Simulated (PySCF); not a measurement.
Molecule: 3-Aminophenol (SMILES Nc1cccc(O)c1).

Numbering as in the mapped SMILES `[NH2:1][c:2]1[cH:3][cH:4][cH:5][c:6]([OH:7])[cH:8]1`. Hydrogens are named by the atom that carries them.

Spin–spin couplings on one PBE0-D3(BJ)/def2-SVP geometry, PySCF, gas phase, non-relativistic, equivalent pairs averaged (spin–dipole term only in couplings to heteroatoms); isotopes 13C, 1H, 15N; functional B3LYP.

**Question.** How do the couplings (Hz) change with the basis set? Times are CPU seconds on 1 thread of an Arm Neoverse V2, shared host. Far from the basis limit: 6-31G-J, pcJ-0, 6-31G*, def2-TZVP.

**Answer.** 
```
basis set  functions  1J(C3,H(C3))  1J(C4,H(C4))  1J(C8,H(C8))  1J(C5,H(C5))  1J(N1,H(N1))  1J(C6,C8)  1J(C2,C8)  core-s
  6-31G-J        124         169.9         169.1         169.0         168.2         -89.4       81.1       71.4      22
    pcJ-0        125         149.9         147.7         150.3         147.4         -72.7       66.5       57.5      21
   6-31G*        126         156.8         155.3         156.8         157.4         -82.8      104.5       95.7      22
    pcJ-1        286         164.8         163.9         163.1         164.0         -86.0       79.3       71.3      58
def2-TZVP        290         156.7         156.3         154.7         156.0         -79.9       79.8       71.0      85
```

The Fermi-contact term samples the wavefunction at the nucleus, which is why sets with added tight s functions (names with J) are made for couplings.
